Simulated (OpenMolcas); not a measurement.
# How methods differ on CHFGaN (SMILES N#[C][GaH][F])

CHFGaN has 5 atoms, charge 0, and is taken as a singlet. SMILES: `N#[C][GaH][F]`. The shape is that of a PBE0-D4/def2-TZVP optimisation.

```jsonl
{"atom": "N", "x (Å)": "1.2140", "y (Å)": "-1.6572", "z (Å)": "1.2660"}
{"atom": "C", "x (Å)": "0.6410", "y (Å)": "-0.8647", "z (Å)": "0.6563"}
{"atom": "Ga", "x (Å)": "-0.2597", "y (Å)": "0.5190", "z (Å)": "-0.3455"}
{"atom": "F", "x (Å)": "-1.7247", "y (Å)": "-0.0535", "z (Å)": "-1.0926"}
{"atom": "H", "x (Å)": "0.1792", "y (Å)": "1.9827", "z (Å)": "-0.5256"}
```

Each level gives the energy change with the Ga3–H5 bond stretched from 1.539 to 1.770 Å (eV). The values are calculated.

| level | kind | program | value (eV) |
| --- | --- | --- | --- |
| HF/cc-pVDZ (unrestricted) | Hartree–Fock | OpenMolcas | 0.33 |
| BLYP/cc-pVDZ (restricted) | GGA | OpenMolcas | 0.24 |
| PBE/cc-pVDZ (restricted) | GGA | OpenMolcas | 0.25 |
| r2SCAN/cc-pVDZ (restricted) | meta-GGA | OpenMolcas | 0.31 |
| BHLYP/cc-pVDZ (restricted) | global hybrid | OpenMolcas | 0.34 |
| PBE0/cc-pVDZ (restricted) | global hybrid | OpenMolcas | 0.30 |
| B2PLYP/cc-pVDZ (restricted) | double hybrid | OpenMolcas | 0.30 |
| MP2/cc-pVDZ (restricted) | perturbation theory | OpenMolcas | 0.32 |

All-electron rows without a relativistic Hamiltonian named are non-relativistic. The first shape isn't each level's own minimum. The values span 0.24 to 0.34 eV. In the correlated wave-function rows the outer d shell of Ga is correlated, in sets not made for it.
